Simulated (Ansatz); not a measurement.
Coupled-cluster diagnostics for Mg₂Cl₂⁺ (the lowest doublet isomer of a short search), Ansatz.

Geometry of the doublet (PBE0-D4/def2-TZVP):

```xyz
4

Mg   -1.329   -0.291   -0.872
Mg    1.329    0.290    0.872
Cl   -0.839   -0.410    1.415
Cl    0.839    0.410   -1.415
```

Correlated methods freeze 12 core orbitals; core or outer-core shells of Mg are correlated, in sets that lack core-valence functions. In the quartet, Cl3 and Cl4 lie 2.62 Å apart (atoms count from 1), so these atoms are partly bonded to each other. The structure comes from a short search, and lower isomers may exist.

Geometry of the charge 1 quartet (PBE0-D4/def2-TZVP):

```
atom   x (Å)   y (Å)   z (Å)
 Mg1   2.211  -0.299   0.396
 Mg2  -2.193   0.368  -0.440
 Cl3  -0.107   0.690   1.112
 Cl4   0.088  -0.759  -1.067
```

Q: Estimate the CCSD(T) correlation energy, the shares of MP2 and (T), T1 and the reference's ⟨S²⟩ for: charge 1, doublet, own geometry in def2-TZVPP; charge 1, quartet, own geometry in def2-TZVPP; and the rough time on 4 threads of Arm Neoverse V1 on a shared host.

A: 
| state | basis | correlation (eV) | MP2 share (%) | (T) share (%) | T1 | ⟨S²⟩ (pure) | wall time | remarks |
| --- | --- | --- | --- | --- | --- | --- | --- | --- |
| charge 1, doublet, own geometry | def2-TZVPP | -22.073 | 91.6 | 2.8 | 0.050 | 0.75 (0.75) | 1.9 min | large T1 |
| charge 1, quartet, own geometry | def2-TZVPP | -21.481 | 91.5 | 2.8 | 0.011 | 3.78 (3.75) | 33 s | – |
Customary marks for T1 are 0.02 (closed shells), 0.045 (open shells) and about 0.05 (3d metals). T1 exceeds 0.02 in 1 of 2 rows and 0.045 in 1; the higher it lies, the less the single-reference result can be trusted.
